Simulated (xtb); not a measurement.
A run for xtb: GFN-FF on C2H4F2 (SMILES FCCF).

```
$ xtb mol.xyz --gfnff --sp --chrg 0 --uhf 0
8

F     -1.38143682     0.89032474    -0.64595271
C     -0.73908440    -0.14189513     0.02943470
C      0.75181753     0.02737366    -0.03620301
F      1.16181020     1.08956525     0.76248190
H     -1.02349885    -1.08539068    -0.44527034
H     -1.08405443    -0.13229155     1.06552549
H      1.24154075    -0.87971491     0.32955855
H      1.07300602     0.23212862    -1.05967458
```

Output:

```
[...]
           -------------------------------------------------
          |                Calculation Setup                |
           -------------------------------------------------



          ==================== Thresholds ====================
          CN  :   150.00000
          rep :   500.00000
          disp:  2500.00000
          HB1 :   250.00000
          HB2 :   450.00000

          Pauling EN used:
          Z : 1  EN :  2.20
          Z : 6  EN :  2.55
          Z : 9  EN :  3.98
          electric field strengths (au): 0.000

           -------------------------------------------------
          |           Force Field Initialization            |
           -------------------------------------------------

          distances ...
          ----------------------------------------
          generating topology and atomic info file ...
          pair mat ...
          computing topology distances matrix with Floyd-Warshall algo ...
          making topology EEQ charges ...
          #fragments for EEQ constrain: 1
          ----------------------------------------
          generating topology and atomic info file ...
          pair mat ...
          computing topology distances matrix with Floyd-Warshall algo ...
          making topology EEQ charges ...
          #fragments for EEQ constrain: 1
          rings ...
          # BATM   18
          # H in HB   4

  atom   neighbors  erfCN metchar sp-hybrid imet pi  qest     coordinates
    1  F       1    0.98   0.00         0    0    0  -0.245   -2.610537    1.682470   -1.220674
    2  C       4    3.49   0.00         3    0    0   0.060   -1.396667   -0.268143    0.055624
    3  C       4    3.49   0.00         3    0    0   0.060    1.420729    0.051729   -0.068414
    4  F       1    0.98   0.00         0    0    0  -0.245    2.195503    2.058980    1.440882
    5  H       1    0.97   0.00         0    0    0   0.093   -1.934133   -2.051091   -0.841439
    6  H       1    0.97   0.00         0    0    0   0.093   -2.048566   -0.249995    2.013551
    7  H       1    0.97   0.00         0    0    0   0.093    2.346172   -1.662420    0.622775
    8  H       1    0.97   0.00         0    0    0   0.093    2.027688    0.438660   -2.002495

          #atoms :   8
          #bonds :   7
          #angl  :   12
          #tors  :   9
          #nmol  :   1
          #optfrag :   1
           -------------------------------------------------
          |                   G F N - F F                   |
          |          A general generic force-field          |
          |                  Version 1.0.3                  |
           -------------------------------------------------
          Number of HB bonds (bound hydrogen)     24
          Number of HB bonds (unbound hydrogen)   0
          Number of XB bonds                      0

 E+G (total)                   0 d,  0 h,  0 min,  0.000 sec
 distance/D3 list               ...        0 min,  0.000 sec (  0.894%)
 non bonded repulsion           ...        0 min,  0.000 sec ( 19.536%)
 dCN                            ...        0 min,  0.000 sec (  3.062%)
 EEQ energy and q               ...        0 min,  0.000 sec ( 16.617%)
 D3                             ...        0 min,  0.000 sec ( 11.530%)
 EEQ gradient                   ...        0 min,  0.000 sec (  3.862%)
 bonds                          ...        0 min,  0.000 sec (  7.674%)
 bend and torsion               ...        0 min,  0.000 sec ( 13.836%)
 bonded ATM                     ...        0 min,  0.000 sec (  5.164%)
 HB/XB (incl list setup)        ...        0 min,  0.000 sec ( 11.729%)

         :::::::::::::::::::::::::::::::::::::::::::::::::::::
Note: The following floating-point exceptions are signalling: IEEE_UNDERFLOW_FLAG IEEE_DENORMAL
normal termination of xtb
         ::                     SUMMARY                     ::
         :::::::::::::::::::::::::::::::::::::::::::::::::::::
         :: total energy              -1.023199753670 Eh    ::
         :: gradient norm              0.071849713162 Eh/a0 ::
         ::.................................................::
         :: bond energy               -1.026635982892 Eh    ::
         :: angle energy               0.000335897995 Eh    ::
         :: torsion energy             0.000195211041 Eh    ::
         :: repulsion energy           0.048715770674 Eh    ::
         :: electrostat energy        -0.041630184217 Eh    ::
         :: dispersion energy         -0.002029454498 Eh    ::
         :: HB energy                  0.000000000000 Eh    ::
         :: XB energy                  0.000000000000 Eh    ::
         :: bonded atm energy         -0.002151011773 Eh    ::
         :: external energy            0.000000000000 Eh    ::
         :: add. restraining           0.000000000000 Eh    ::
         :: total charge               0.000000000000 e     ::
         :::::::::::::::::::::::::::::::::::::::::::::::::::::

           -------------------------------------------------
          |                Property Printout                |
           -------------------------------------------------

molecular dipole:
                 x           y           z       tot (Debye)
 q only:        0.137      -1.236      -0.073       3.165

           -------------------------------------------------
          | TOTAL ENERGY               -1.023199753670 Eh   |
          | GRADIENT NORM               0.071849713162 Eh/α |
           -------------------------------------------------
########################################################################
[WARNING] Runtime exception occurred
-1- gfnff_setup: Could not read topology file.
########################################################################

------------------------------------------------------------------------
------------------------------------------------------------------------
 total:
 SCF:
```

The run finished.

Cost: about 0.03 core-seconds (a rough figure).
